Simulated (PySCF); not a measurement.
Constitutional and geometric isomers with formula H5NSi2. All species are isolated molecules in the gas phase. Strings in code marks are SMILES.

The HOMO from two functionals at the same geometries (PBE0-D3(BJ)/def2-TZVP), both in PySCF: PBE-D3(BJ)/def2-TZVP and PBE0-D3(BJ)/def2-TZVP. 

| species | PBE0-D3(BJ)/def2-TZVP (eV) |
|---|---|
| `N[SiH]=[SiH2]` | -5.73 |
| `[SiH3]/[SiH]=N/[H]` | -7.47 |
| `N([SiH3])=[SiH2]` | -7.36 |

Problem. What does PBE-D3(BJ)/def2-TZVP give for each?

Solution. 
- `N[SiH]=[SiH2]`: -4.90
- `[SiH3]/[SiH]=N/[H]`: -6.10
- `N([SiH3])=[SiH2]`: -6.08
Over these rows, drawn at random from the members with no instability flagged (it was tested for open shells, ions and some series alone), PBE minus PBE0-D3(BJ): mean +1.16 eV, from +0.83 eV to +1.37 eV.
